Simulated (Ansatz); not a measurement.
Cost and result for the atomization energy of CH6FNOSn, SMILES `C[O][SnH]([NH2])[F]` (11 atoms, 10 bonds).

```tsv
atom	x (Å)	y (Å)	z (Å)
C1	-1.730	-0.219	0.457
O2	-0.774	0.736	0.856
Sn3	0.919	0.921	-0.097
N4	1.914	-0.810	-0.279
F5	0.489	1.322	-1.926
H6	-2.223	0.064	-0.480
H7	-2.492	-0.283	1.239
H8	-1.300	-1.221	0.327
H9	1.733	2.228	0.594
H10	1.745	-1.471	0.469
H11	1.719	-1.267	-1.161
```

Charge 0, multiplicity 1. Correlated methods include outer-core shells of Sn, which these sets cover unevenly. Sn: def2 effective core potential. The geometry is a stationary point of PBE0-D4/def2-TZVP. It is one conformer, not always the lowest. Program: Ansatz. All runs use 4 threads of an Intel Xeon 6975P-C on a shared host. Times are those of one run each, without the atoms' runs, and a repeat can differ threefold. Electronic energies, without spin–orbit coupling; frozen cores. CCSD(T)/CBS adds CCSD(T) − MP2 in def2-TZVPP to the MP2 limit, and its time is that of the two runs behind it. T1 = 0.014. With those shells the extrapolation isn't a true limit. B3LYP takes the VWN-RPA correlation (the form of Gaussian; ORCA's B3LYP/G). HSE06 is the plane-wave form, built on full-range PBE exchange.

CCSD(T)/CBS is a level of theory with its own doubt, some kJ/mol a heavy atom from the limit and from the frozen cores, so smaller differences don't rank the functionals.

| level | functions | wall time | atomization (kJ/mol) | difference from CCSD(T)/CBS | per bond |
| --- | --- | --- | --- | --- | --- |
| BLYP-D4/def2-TZVPP | 258 | 1.3 s | 3737.0 | -19.1 | -1.9 |
| PBE-D4/def2-TZVPP (with forces) | 258 | 1.4 s | 3797.0 | 40.9 | 4.1 |
| HSE06-D4/def2-TZVPP | 258 | 1.9 s | 3693.0 | -63.1 | -6.3 |
| CAM-B3LYP-D4/def2-TZVPP | 258 | 2 s | 3745.8 | -10.3 | -1.0 |
| r2SCAN-D4/def2-TZVPP (with forces) | 258 | 2.4 s | 3713.5 | -42.6 | -4.3 |
| B3LYP-D4/def2-TZVPP (with forces) | 258 | 2.6 s | 3715.4 | -40.7 | -4.1 |
| B2PLYP/def2-TZVPP | 258 | 3.4 s | 3677.9 | -78.2 | -7.8 |
| ωB97X-V/def2-TZVPP | 258 | 4 s | 3747.2 | -8.9 | -0.9 |
| CCSD(T)/def2-SVP | 112 | 5.5 s | 3443.6 | -312.5 | -31.3 |
| ωB97M-V/def2-TZVPP (with forces) | 258 | 6 s | 3728.2 | -27.9 | -2.8 |
| MP2/def2-QZVPP | 490 | 13 s | 3759.5 | 3.4 | 0.3 |
| CCSD(T)/def2-TZVPP | 258 | 81 s | 3625.9 | -130.2 | -13.0 |
| CCSD(T)/CBS(def2) | – | 94 s | 3756.1 | 0.0 | 0.0 |

From BLYP to BHLYP (50 % exact exchange), in def2-TZVPP and without D4, the atomization energy moves by −150.7 kJ/mol: exact exchange takes away binding that semilocal exchange gives to molecules. The D4 term adds +32.9 kJ/mol with B3LYP and +17.5 kJ/mol with PBE0; it sums over pairs of atoms, weighted by their polarisabilities, and B3LYP, whose exchange is more repulsive, gets the larger term. At CCSD(T), def2-SVP lies −312.5 kJ/mol from the extrapolated value and def2-TZVPP −130.3 kJ/mol: correlation converges slowly with the basis, and small sets miss more of it in the bonded molecule than in its fragments.

Spin–orbit coupling would lower the free Sn atoms strongly, and the atomization energy with them, by more than many differences here. For some Ge, Se and Sn compounds the MP2-based and the directly extrapolated limit differ by 10 to 25 kJ/mol.
